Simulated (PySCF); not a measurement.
Input for PySCF: R-BP86/6-31G* on HCl (SMILES Cl).

```python
from pyscf import gto, scf, dft, mp
from pyscf.data.elements import chemcore

mol = gto.M(
    atom='''
    Cl    0.27389745   -0.68935308   -0.39335070
    H     0.13762359   -0.22667304    0.81354992
    ''',
    basis='6-31g*',
    cart=True,
    charge=0, spin=0, verbose=3, max_memory=1800)
mf = dft.RKS(mol, xc='b88,p86')
mf.conv_tol = 1e-8
mf.max_cycle = 100
mf.kernel()
if not mf.converged:
    mf = mf.newton().run(mf.mo_coeff, mf.mo_occ)
```

### Question
What total energy does the run end on?

### Answer
-460.8234 hartree.
